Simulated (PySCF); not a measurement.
Bond length, frequency and bond energy of Be₂⁺ by level of theory

State: ²Σu⁺ (doublet), unpaired electrons σ ↑. Set-up: Be aug-pcseg-1; no relativity (PySCF 2.14). De refers to Be⁺ + Be in their ground configurations, without counterpoise correction. The functionals are run spin-unrestricted.

```json
{"Level": "ROHF", "Re (Å)": "2.233", "ωe (cm⁻¹)": "510", "De (eV)": "1.40"}
{"Level": "ROHF-MP2", "Re (Å)": "2.259", "ωe (cm⁻¹)": "494", "De (eV)": "1.66"}
{"Level": "ROHF-SCS-MP2", "Re (Å)": "2.272", "ωe (cm⁻¹)": "481", "De (eV)": "1.63"}
{"Level": "ROHF-CCSD", "Re (Å)": "2.261", "ωe (cm⁻¹)": "481", "De (eV)": "1.53"}
{"Level": "ROHF-CCSD(T)", "Re (Å)": "2.261", "ωe (cm⁻¹)": "482", "De (eV)": "1.56"}
{"Level": "PBE", "Re (Å)": "2.197", "ωe (cm⁻¹)": "543", "De (eV)": "2.35"}
{"Level": "PW91", "Re (Å)": "2.195", "ωe (cm⁻¹)": "543", "De (eV)": "2.38"}
{"Level": "BP86", "Re (Å)": "2.200", "ωe (cm⁻¹)": "537", "De (eV)": "2.29"}
{"Level": "r²SCAN", "Re (Å)": "2.205", "ωe (cm⁻¹)": "541", "De (eV)": "2.27"}
{"Level": "PBE0", "Re (Å)": "2.203", "ωe (cm⁻¹)": "539", "De (eV)": "2.24"}
{"Level": "BHandHLYP", "Re (Å)": "2.205", "ωe (cm⁻¹)": "528", "De (eV)": "2.08"}
{"Level": "ωB97X", "Re (Å)": "2.243", "ωe (cm⁻¹)": "498", "De (eV)": "1.90"}
```

The bond length runs from 2.195 Å (PW91) to 2.272 Å (ROHF-SCS-MP2). De spans 1.40 eV (ROHF, mean field) to 2.38 eV (PW91, GGA). Correlation at CCSD(T) changes the Hartree–Fock bond energy by +0.16 eV; the triples alone change it by +0.03 eV.

Correlated steps freeze no core orbitals. Correlated levels converge slowly with the basis: in double zeta they bind strong bonds too weakly, by up to about 1 eV, and carry superposition errors of some tenths. The state was picked by a PBE0 search and need not be the measured ground state.

The whole job (state search and all levels along the bond) took about 0.69 min on 1 thread of Arm Neoverse N1 (shared host), peak memory 0.33 GiB.
